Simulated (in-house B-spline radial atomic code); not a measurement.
Whole-atom quantities along the 43-electron series, configuration [Kr] 4d7. Breit and QED terms are first order and not part of the total energy; the density at the nucleus is averaged over the nuclear charge. Computed with a radial B-spline atomic code at the basis-set limit: Dirac-Hartree-Fock, average of the configuration, finite nuclei.

```
  ion   Z  E/Z² (Eh)  Σ<r²> (bohr²)  n(0)/Z³ (bohr⁻³)  Lamb diamagnetic shielding (ppm)  repulsion over attraction  Breit energy (eV)  self-energy (eV)  vacuum polarisation (eV)  Dirac less non-relativistic energy (Eh)
Er25+  68    -2.7715         5.2216            2.5807                            7931.7                    0.11185             341.09            276.79                   -45.778                                  -595.18
Tm26+  69    -2.7866         4.9827            2.6824                           8092.56                    0.11031             358.58            292.36                   -49.052                                  -635.39
Yb27+  70    -2.8015         4.7598            2.7718                           8254.93                     0.1088              376.7            308.64                   -52.516                                   -677.7
Lu28+  71          ?              ?                 ?                                 ?                          ?                  ?                 ?                         ?                                        ?
Hf29+  72          ?              ?                 ?                                 ?                          ?                  ?                 ?                         ?                                        ?
Ta30+  73    -2.8456         4.1737            3.1049                           8752.29                    0.10442             435.04            362.01                   -64.293                                   -818.6
 W31+  74    -2.8601          4.002            3.2274                           8921.67                    0.10301             455.87            381.42                   -68.718                                  -870.51
Re32+  75    -2.8746         3.8405            3.3589                           9092.98                    0.10162             477.42             401.7                   -73.421                                  -925.07
```

Fill in the row of Lu28+.

E/Z² (Eh): -2.8163; Σ<r²> (bohr²): 4.5515; n(0)/Z³ (bohr⁻³): 2.8694; Lamb diamagnetic shielding (ppm): 8418.95; repulsion over attraction: 0.10731; Breit energy (eV): 395.47; self-energy (eV): 325.65; vacuum polarisation (eV): -56.198; Dirac less non-relativistic energy (Eh): -722.27.

Fill in the row of Hf29+.

E/Z² (Eh): -2.831; Σ<r²> (bohr²): 4.3565; n(0)/Z³ (bohr⁻³): 2.9864; Lamb diamagnetic shielding (ppm): 8584.74; repulsion over attraction: 0.10585; Breit energy (eV): 414.92; self-energy (eV): 343.43; vacuum polarisation (eV): -60.125; Dirac less non-relativistic energy (Eh): -769.22.

With what power of Z does the column «Σ<r²> (bohr²)» change over this range?

A fit of the logarithm of its size against log Z from Z = 68 to 75 has slope -3.13. Unscreened non-relativistic hydrogenic orbitals would give -2.
